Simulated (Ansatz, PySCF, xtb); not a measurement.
Energy difference R1 → P1 + P2, each structure at its B3LYP-D3(BJ)/def2-TZVP stationary point, reached from a drawn start (curvature not checked).
P1: H2O (SMILES O), charge 0, multiplicity 1.
P2, CH2O2 (SMILES O=CO) (charge 0, multiplicity 1):
```xyz
5

O     -0.84764    -0.48037     0.00000
C      0.18451     0.38042     0.00000
O      1.34045     0.07066     0.00000
H     -0.48194    -1.38093     0.00000
H     -0.19527     1.41002     0.00000
```
R1: CH4O3 (SMILES OC(O)O), charge 0, multiplicity 1.

P less R. No zero-point or thermal terms. One arrangement of each flexible species, with no search for the lowest.

Cores are frozen in the correlated methods.

The values were computed with Ansatz (a program for electronic structure) with Gaussian orbitals; PySCF for the D3/D4 terms; xtb for the GFN methods. No computed number here is a measurement.

The comparison value is -1.77 kcal/mol (CCSD(T)/cc-pVQZ). It is a level with limits of its own, not the exact answer.

### Question
Order these levels by how close they come to the comparison value for the reaction energy, closest first: revPBE-D4/def2-TZVPP, revPBE/def2-TZVPP, B3LYP-D3(BJ)/def2-TZVPP, r2SCAN-D4/def2-TZVPP, GFN2-xTB. Give each level's value less the comparison value.

### Answer
r2SCAN-D4/def2-TZVPP (0.53 kcal/mol), B3LYP-D3(BJ)/def2-TZVPP (-2.36 kcal/mol), revPBE-D4/def2-TZVPP (-2.99 kcal/mol), revPBE/def2-TZVPP (-7.03 kcal/mol), GFN2-xTB (13.24 kcal/mol)
